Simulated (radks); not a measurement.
The numbers below are computed, except where a source is named.
The tungsten ion W3+, configuration [Xe] 4f14 5d2 5f1 (not the ground configuration).

Level of theory: Dirac Kohn-Sham, PBE, spin-unpolarised, spherical densities, finite nucleus; open shells fill j = l - 1/2 first; Fermi nuclear charge, rms radius 5.3658 fm (a radial shooting solver on a logarithmic mesh with Libxc functionals).

Energy parts (Ry):
| part | energy |
|---|---|
| total | -32321.4168 |
| kinetic | 36398.5459 |
| electron-nucleus | -80536.8790 |
| Hartree | 12464.7865 |
| exchange-correlation | -647.8701 |

Orbitals (lengths in bohr, moments of r in powers of bohr; <r^-3> diverges for s and p1/2):
| orbital | occ. | eigenvalue (Ry) | <r^4> | <r^-3> | <r> |
|---|---|---|---|---|---|
| 1s1/2 | 2 | -5101.376 | 5.822e-07 | - | 0.01835 |
| 2s1/2 | 2 | -882.1123 | 0.00008711 | - | 0.07695 |
| 2p1/2 | 2 | -843.8364 | 0.00005245 | - | 0.06365 |
| 2p3/2 | 4 | -744.4159 | 0.00007642 | 16330 | 0.07161 |
| 3s1/2 | 2 | -205.1588 | 0.003219 | - | 0.2006 |
| 3p1/2 | 2 | -188.0705 | 0.002840 | - | 0.1905 |
| 3p3/2 | 4 | -166.5715 | 0.003753 | 3693 | 0.2053 |
| 3d3/2 | 4 | -137.7360 | 0.002549 | 638.5 | 0.1797 |
| 3d5/2 | 6 | -133.0602 | 0.002775 | 543.0 | 0.1842 |
| 4s1/2 | 2 | -44.39923 | 0.07575 | - | 0.4495 |
| 4p1/2 | 2 | -37.30438 | 0.08279 | - | 0.4546 |
| 4p3/2 | 4 | -32.32325 | 0.1095 | 856.2 | 0.4879 |
| 4d3/2 | 4 | -20.65630 | 0.1410 | 129.7 | 0.5048 |
| 4d5/2 | 6 | -19.73844 | 0.1541 | 108.0 | 0.5162 |
| 5s1/2 | 2 | -8.38154 | 2.322 | - | 1.060 |
| 5p1/2 | 2 | -6.25590 | 3.464 | - | 1.160 |
| 5p3/2 | 4 | -5.50737 | 4.721 | 127.1 | 1.253 |
| 4f5/2 | 6 | -5.14150 | 0.4685 | 19.68 | 0.6003 |
| 4f7/2 | 8 | -4.97653 | 0.5019 | 18.75 | 0.6095 |
| 5d3/2 | 2 | -2.68959 | 16.75 | 11.21 | 1.664 |
| 5d5/2 | 0 | -2.61196 | 18.41 | 9.232 | 1.705 |
| 5f5/2 | 1 | -0.88475 | 505.2 | 0.2581 | 3.974 |
| 5f7/2 | 0 | -0.88275 | 511.8 | 0.2559 | 3.990 |

The highest occupied level is 5f5/2 at -12.038 eV. The configuration is held as typed, so some empty levels lie below it. Summed over all electrons, <r^2> = 49.27 bohr^2, which gives a Langevin (diamagnetic) susceptibility term of -39 x 10^-6 cm^3/mol.
